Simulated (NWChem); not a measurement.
System: SiH2Br2; SMILES Br[SiH2]Br

Excerpt of the output:

```
             Northwest Computational Chemistry Package (NWChem) 7.3.0
             --------------------------------------------------------

 C2V symmetry detected

                             Geometry "geometry" -> ""
                             -------------------------

 Output coordinates in angstroms (scale by  1.889725989 to convert to a.u.)

  No.       Tag          Charge          X              Y              Z
 ---- ---------------- ---------- -------------- -------------- --------------
    1 Si                  14.0000     0.00000000     0.00000000    -1.00302044
    2 Br                  35.0000    -1.82558300     0.00000000     0.25288756
    3 Br                  35.0000     1.82558300     0.00000000     0.25288756
    4 H                    1.0000     0.00000000     1.23261200    -1.82992144
    5 H                    1.0000     0.00000000    -1.23261200    -1.82992144

 Effective nuclear repulsion energy (a.u.)     446.2158557509

      Symmetry information
      --------------------

 Group name             C2v
 Group number             16
 Group order               4
 No. of unique centers     3

                                 NWChem DFT Module
                                 -----------------

 Summary of "ao basis" -> "ao basis" (spherical)
 ------------------------------------------------------------------------------
       Tag                 Description            Shells   Functions and Types
 ---------------- ------------------------------  ------  ---------------------
 Si                       aug-pcseg-1               11       27   5s4p2d
 Br                       aug-pcseg-1               14       36   6s5p3d
 H                        aug-pcseg-1                5        9   3s2p

      Symmetry analysis of basis
      --------------------------

        a1         45
        a2         15
        b1         33
        b2         24

            General Information
            -------------------
          SCF calculation type: DFT
          Wavefunction type:  closed shell.
          No. of atoms     :     5
          No. of electrons :    86
           Alpha electrons :    43
            Beta electrons :    43
          Charge           :     0
          Spin multiplicity:     1
          Use of symmetry is: on ; symmetry adaption is: on
          Maximum number of iterations: 150
          AO basis - number of functions:   117
                     number of shells:    49
          Convergence on energy requested:  1.00D-06
          Convergence on density requested:  1.00D-05
          Convergence on gradient requested:  5.00D-04

              XC Information
              --------------
                  TPSS metaGGA Exchange Functional  1.000
             TPSS03 metaGGA Correlation Functional  1.000

             Grid Information
             ----------------
          Grid used for XC integration:  medium
          Radial quadrature: Mura-Knowles
          Angular quadrature: Lebedev.
          Tag              B.-S. Rad. Rad. Pts. Rad. Cut. Ang. Pts.
          ---              ---------- --------- --------- ---------
          Si                  1.10       88          13.0       590
          Br                  1.15      112          14.0       590
          H                   0.35       45          13.0       434
          Grid pruning is: on
          Number of quadrature shells:   245
          Spatial weights used:  Erf1

      Superposition of Atomic Density Guess
      -------------------------------------

 Sum of atomic energies:       -5433.94939551

      Non-variational initial energy
      ------------------------------

 Total energy =   -5434.658635
 1-e energy   =   -8455.107510
 2-e energy   =    2574.233019
 HOMO         =      -0.360346
 LUMO         =       0.013262

      Symmetry analysis of molecular orbitals - initial
      -------------------------------------------------

  Numbering of irreducible representations:

     1 a1          2 a2          3 b1          4 b2

  Orbital symmetries:

     1 a1          2 b1          3 a1          4 a1          5 b1
     6 a1          7 b1          8 a1          9 a2         10 b2
    11 b1         12 a1         13 b1         14 a1         15 b1
    16 a1         17 b2         18 a2         19 b1         20 a1
    21 b2         22 a1         23 b1         24 a1         25 b1
    26 a1         27 b2         28 a2         29 b1         30 a1
    31 b2         32 b1         33 a2         34 a1         35 b1
    36 a1         37 b2         38 a1         39 b1         40 a2
    41 a1         42 b1         43 b2         44 a1         45 b1
    46 a1         47 b2         48 a1         49 b1         50 a1
    51 b2         52 b1         53 a1

     ---------------------------------------------
      Total Density - Mulliken Population Analysis
     ---------------------------------------------

    Atom       Charge   Shell Charges
 -----------   ------   -------------------------------------------------------
    1 Si  14    12.25   2.00  2.00  0.90  0.08  0.02  5.99  1.50 -0.16 -0.01  0.13 -0.21
    2 Br  35    35.75   2.00  2.00  2.00  1.18  0.82 -0.01  6.00  6.00  2.29  3.26  0.17 10.01  0.00  0.02
    3 Br  35    35.75   2.00  2.00  2.00  1.18  0.82 -0.01  6.00  6.00  2.29  3.26  0.17 10.01  0.00  0.02
    4 H    1     1.13   0.72  0.34 -0.01  0.01  0.07
    5 H    1     1.13   0.72  0.34 -0.01  0.01  0.07

   convergence    iter        energy       DeltaE   RMS-Dens  Diis-err
 ---------------- ----- ----------------- --------- --------- ---------
 d= 0,ls=0.0,diis     1  -5438.2773732324 -5.88D+03  1.51D-02  5.38D-01
 d= 0,ls=0.0,diis     2  -5438.2249755618  5.24D-02  1.06D-02  6.48D-01
 d= 0,ls=0.0,diis     3  -5438.3245382887 -9.96D-02  2.75D-03  6.49D-02
 d= 0,ls=0.0,diis     4  -5438.3362627510 -1.17D-02  4.08D-04  3.34D-04
 d= 0,ls=0.0,diis     5  -5438.3363055267 -4.28D-05  1.15D-04  5.95D-05
  Resetting Diis
 d= 0,ls=0.0,diis     6  -5438.3363144618 -8.94D-06  2.29D-05  1.89D-06
 d= 0,ls=0.0,diis     7  -5438.3363148013 -3.40D-07  6.35D-06  4.12D-08

         Total DFT energy =    -5438.336314801315
      One electron energy =    -8456.169280370648
           Coulomb energy =     2775.757219200555
    Exchange-Corr. energy =     -204.140109382136
 Nuclear repulsion energy =      446.215855750913

 Numeric. integr. density =       86.000006436152

                  Occupations of the irreducible representations
                  ----------------------------------------------

                     irrep           alpha         beta
                     --------     --------     --------
                     a1               17.0         17.0
                     a2                5.0          5.0
                     b1               14.0         14.0
                     b2                7.0          7.0

                       DFT Final Molecular Orbital Analysis
                       ------------------------------------

 Vector   41  Occ=2.000000D+00  E=-2.871034D-01  Symmetry=a2
              MO Center=  2.3D-17, -2.2D-15,  2.0D-01, r^2= 4.7D+00
   Bfn.  Coefficient  Atom+Function         Bfn.  Coefficient  Atom+Function
  ----- ------------  ---------------      ----- ------------  ---------------
    44      0.450741  2 Br py                80     -0.450741  3 Br py
    41      0.375443  2 Br py                77     -0.375443  3 Br py
    38     -0.258007  2 Br py                74      0.258007  3 Br py
    23      0.137291  1 Si d -2              35      0.084353  2 Br py
    71     -0.084353  3 Br py               106     -0.083120  4 H  px

 Vector   42  Occ=2.000000D+00  E=-2.786410D-01  Symmetry=b1
              MO Center= -4.8D-15, -1.9D-19,  1.7D-01, r^2= 4.9D+00
   Bfn.  Coefficient  Atom+Function         Bfn.  Coefficient  Atom+Function
  ----- ------------  ---------------      ----- ------------  ---------------
    43      0.328172  2 Br px                79      0.328172  3 Br px
    45      0.292888  2 Br pz                81     -0.292888  3 Br pz
    40      0.286027  2 Br px                76      0.286027  3 Br px
    42      0.263023  2 Br pz                78     -0.263023  3 Br pz
    37     -0.193920  2 Br px                73     -0.193920  3 Br px

 Vector   43  Occ=2.000000D+00  E=-2.781666D-01  Symmetry=b2
              MO Center=  5.3D-15,  6.6D-15, -1.5D-01, r^2= 4.9D+00
   Bfn.  Coefficient  Atom+Function         Bfn.  Coefficient  Atom+Function
  ----- ------------  ---------------      ----- ------------  ---------------
    44      0.401958  2 Br py                80      0.401958  3 Br py
    41      0.342159  2 Br py                77      0.342159  3 Br py
    38     -0.233767  2 Br py                74     -0.233767  3 Br py
   100     -0.188747  4 H  s                109      0.188747  5 H  s
   101     -0.148110  4 H  s                110      0.148110  5 H  s

 Vector   44  Occ=0.000000D+00  E=-5.918602D-02  Symmetry=a1
              MO Center=  8.0D-14,  1.3D-14, -4.5D-01, r^2= 6.4D+00
   Bfn.  Coefficient  Atom+Function         Bfn.  Coefficient  Atom+Function
  ----- ------------  ---------------      ----- ------------  ---------------
     4      1.049613  1 Si s                  3      0.485468  1 Si s
    11      0.464640  1 Si pz                43     -0.393439  2 Br px
    79      0.393439  3 Br px                14      0.294215  1 Si pz
     5      0.285945  1 Si s                  2     -0.277144  1 Si s
    46     -0.257711  2 Br px                82      0.257711  3 Br px

 Vector   45  Occ=0.000000D+00  E=-3.954715D-02  Symmetry=b1
              MO Center=  1.5D-13, -4.4D-15, -8.6D-01, r^2= 7.1D+00
   Bfn.  Coefficient  Atom+Function         Bfn.  Coefficient  Atom+Function
  ----- ------------  ---------------      ----- ------------  ---------------
    12      0.809174  1 Si px                 9      0.575030  1 Si px
    33      0.357107  2 Br s                 69     -0.357107  3 Br s
    15      0.321837  1 Si px                32      0.290551  2 Br s
    68     -0.290551  3 Br s                 45     -0.288669  2 Br pz
    81      0.288669  3 Br pz                48     -0.259236  2 Br pz

 Vector   46  Occ=0.000000D+00  E=-1.937666D-02  Symmetry=a1
              MO Center= -9.0D-14,  1.6D-13, -1.1D+00, r^2= 1.2D+01
   Bfn.  Coefficient  Atom+Function         Bfn.  Coefficient  Atom+Function
  ----- ------------  ---------------      ----- ------------  ---------------
   102      1.061569  4 H  s                111      1.061569  5 H  s
     4     -0.944024  1 Si s                 14      0.788961  1 Si pz
   101      0.566679  4 H  s                110      0.566679  5 H  s
    17      0.488159  1 Si pz                 5     -0.464163  1 Si s
     3     -0.348402  1 Si s                 33     -0.322407  2 Br s

     ---------------------------------------------
      Total Density - Mulliken Population Analysis
     ---------------------------------------------

    Atom       Charge   Shell Charges
 -----------   ------   -------------------------------------------------------
    1 Si  14    12.47   2.00  1.99  1.02 -0.07  0.02  5.98  1.95 -0.35 -0.00  0.19 -0.27
    2 Br  35    35.66   2.00  2.00  2.00  1.26  0.78 -0.00  6.00  5.98  2.28  3.11  0.20  9.99  0.04  0.02
    3 Br  35    35.66   2.00  2.00  2.00  1.26  0.78 -0.00  6.00  5.98  2.28  3.11  0.20  9.99  0.04  0.02
    4 H    1     1.10   0.77  0.25 -0.02  0.01  0.10
    5 H    1     1.10   0.77  0.25 -0.02  0.01  0.10

     -------------------------------------------
      Total Density - Lowdin Population Analysis
     -------------------------------------------

    Atom       Charge   Shell Charges
 -----------   ------   -------------------------------------------------------
    1 Si  14    13.71   2.00  1.92  0.51  0.21  0.07  5.89  1.64  0.52  0.07  0.27  0.63
    2 Br  35    34.96   2.00  2.00  1.94  1.00  0.63  0.12  5.99  5.80  2.43  2.61  0.27  9.87  0.16  0.14
    3 Br  35    34.96   2.00  2.00  1.94  1.00  0.63  0.12  5.99  5.80  2.43  2.61  0.27  9.87  0.16  0.14
    4 H    1     1.19   0.66  0.27  0.05  0.02  0.19
    5 H    1     1.19   0.66  0.27  0.05  0.02  0.19

     Multipole analysis of the density
     ---------------------------------

     L   x y z        total         alpha         beta         nuclear
     -   - - -        -----         -----         ----         -------
     0   0 0 0     -0.000000    -43.000000    -43.000000     86.000000

     1   1 0 0     -0.000000     -0.000000     -0.000000      0.000000
     1   0 1 0      0.000000      0.000000      0.000000      0.000000
     1   0 0 1     -0.430546     -0.215273     -0.215273      0.000000

     2   2 0 0    -38.670902   -435.887122   -435.887122    833.103343
     2   1 1 0      0.000000      0.000000      0.000000      0.000000
     2   1 0 1      0.000000      0.000000      0.000000      0.000000
     2   0 2 0    -38.310632    -24.580949    -24.580949     10.851267
     2   0 1 1      0.000000      0.000000      0.000000      0.000000
     2   0 0 2    -36.515483    -63.357736    -63.357736     90.199990
```

Level: TPSS/aug-pcseg-1. Structure relaxed at the PBE0/def2-SVP level.

Reconstruct the input file.

This is not unique; one that fits is the input that was run:
```
start job
memory heap 200 mb stack 900 mb global 1100 mb
geometry units angstroms noautoz
  Si     0.000000     0.000000    -0.994711
  Br    -1.825583     0.000000     0.261197
  Br     1.825583     0.000000     0.261197
  H      0.000000     1.232612    -1.821612
  H      0.000000    -1.232612    -1.821612
end
basis spherical
  * library aug-pcseg-1
end
dft
  xc xtpss03 ctpss03
  iterations 150
  mulliken
end
task dft energy
```
